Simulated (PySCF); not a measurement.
## Rotational lines of CaBe

Lines J+1 ← J of the vibrational ground state, computed from PBE0 constants of CaBe, ¹Σ⁺ (singlet), closed shell (PySCF, no relativity, basis sets Ca 3-21G, Be 3-21G; masses 39.9626 and 9.0122 u), in MHz:

| J | ν (MHz) |
| --- | --- |
| 0 | 10658.4 |
| 1 | 21316.0 |
| 2 | 31971.9 |
| 3 | 42625.5 |
| 4 | 53275.8 |

Task: Find B0 and the effective bond length r0; with αe = 0.00391 cm⁻¹, find Re.

Result: ν = 2B0(J+1) − 4D(J+1)³ gives B0 = 0.17776 cm⁻¹. With the reduced mass μred = 7.3538 u, r0 = √(16.8576/(μred·B0)) (u, cm⁻¹, Å) = 3.5911 Å. Be = B0 + αe/2 = 0.17972 cm⁻¹ gives Re = 3.571 Å.

Closed-shell solutions of metal pairs were not tested for spin polarisation, which can lower them a little. The bond is weak. Basis-set superposition, not corrected here, can be much of De in a small basis, most of all at correlated wavefunction levels. Functionals without a dispersion term scatter widely for such bonds, and LDA overbinds them. 3-21G is very small, so such numbers show the basis as much as the molecule.
